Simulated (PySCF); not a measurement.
Species: C5H9N3S.
SMILES with atom numbers: `[CH3:1][S:2][c:3]1[n:4][n:5]([CH3:6])[n:7][c:8]1[CH3:9]` (hydrogens: H10, H11, H12 on C1; H13, H14, H15 on C6; H16, H17, H18 on C9)

Structure used (PBE0-D3(BJ)/def2-SVP), in Å, numbered top down from 1:
```
atom  x, y, z in Å
C1    -2.695   -1.516    0.051
S2    -2.331    0.246    0.169
C3    -0.590    0.198    0.043
N4     0.123   -0.910   -0.128
N5     1.369   -0.476   -0.185
C6     2.484   -1.378   -0.282
N7     1.526    0.822   -0.054
C8     0.295    1.303    0.090
C9    -0.012    2.747    0.255
H10   -3.787   -1.610    0.108
H11   -2.228   -2.066    0.879
H12   -2.333   -1.923   -0.903
H13    3.307   -0.860   -0.788
H14    2.819   -1.703    0.716
H15    2.174   -2.255   -0.863
H16   -0.602    3.129   -0.594
H17   -0.600    2.925    1.168
H18    0.920    3.323    0.318
```

Level: PBE0/def2-SVPD in PySCF, non-relativistic, on one gas-phase PBE0-D3(BJ)/def2-SVP geometry that isn't relaxed in the solvent. The solvent is an IEF-PCM continuum (cavity from Bondi-type radii × 1.2), and excitations are vertical TDDFT with non-equilibrium linear response and a frozen core. The model holds no explicit solvent molecules, cavitation or dispersion.

Gas-phase singlets (H = HOMO, L = LUMO):

```
state  E (eV)  λ (nm)      f  leading configurations
   S1   5.205     238  0.035      H→L+1 69%, H→L 22%
   S2   5.225     237  0.121      H→L 75%, H→L+1 21%
   S3   5.802     214  0.012               H→L+2 86%
   S4   6.121     203  0.014               H→L+3 88%
   S5   6.457     192  0.146               H→L+4 88%
```

How does the list change in dichloromethane (ε = 8.93)?

| state | E (eV) | λ (nm) | f | leading configurations | change by rank (eV) |
| --- | --- | --- | --- | --- | --- |
| S1 | 5.167 | 240 | 0.214 | H→L 98% | -0.038 |
| S2 | 5.314 | 233 | 0.001 | H→L+1 90% | +0.089 |
| S3 | 5.834 | 213 | 0.019 | H→L+2 93% | +0.032 |
| S4 | 6.247 | 198 | 0.013 | H→L+3 93% | +0.126 |
| S5 | 6.398 | 194 | 0.188 | H→L+4 90% | -0.059 |

The ground-state energy changes by -0.225 eV from gas to dichloromethane. By how much does the total energy of gas-phase S2 change?

E(S2) = E(S0) + excitation energy, so it changes by -0.225 − 0.058 = -0.283 eV: it is lowered more than the ground state, which is what a red shift means. This is the vertical state, with the slow part of the continuum still set for S0.

How do the frontier levels move from gas to dichloromethane?

```tsv
orbital	gas (eV)	solvent (eV)	change (eV)	Löwdin shares, gas	Löwdin shares, solvent
LUMO+2	0.81	0.78	-0.03	S2 25 %, C6 13 %, C9 13 %, C8 8 %	S2 35 %, C9 14 %, C8 9 %, H17 6 %
LUMO+1	0.44	0.46	+0.02	S2 48 %, C1 16 %, H10 6 %, H11 6 %	S2 50 %, C1 16 %, C3 7 %, H11 5 %
LUMO	-0.06	-0.21	-0.15	N7 24 %, N4 24 %, N5 19 %, C3 10 %	N4 24 %, N7 24 %, N5 20 %, C3 11 %
HOMO	-6.10	-6.23	-0.13	S2 43 %, N5 12 %, C3 12 %, C8 10 %	S2 42 %, N5 13 %, C3 12 %, C8 10 %
HOMO-1	-7.80	-7.93	-0.13	N4 18 %, N7 17 %, C8 16 %, N5 14 %	N4 18 %, N7 15 %, C8 15 %, S2 13 %
HOMO-2	-8.43	-8.68	-0.25	N7 43 %, N4 36 %, C8 5 %, N5 5 %	N7 42 %, N4 37 %, C8 5 %, C3 5 %
HOMO-3	-8.84	-8.99	-0.15	C3 23 %, N7 19 %, S2 16 %, N4 14 %	C3 21 %, N7 21 %, S2 15 %, N4 14 %
```

The HOMO–LUMO gap goes from 6.03 to 6.02 eV.
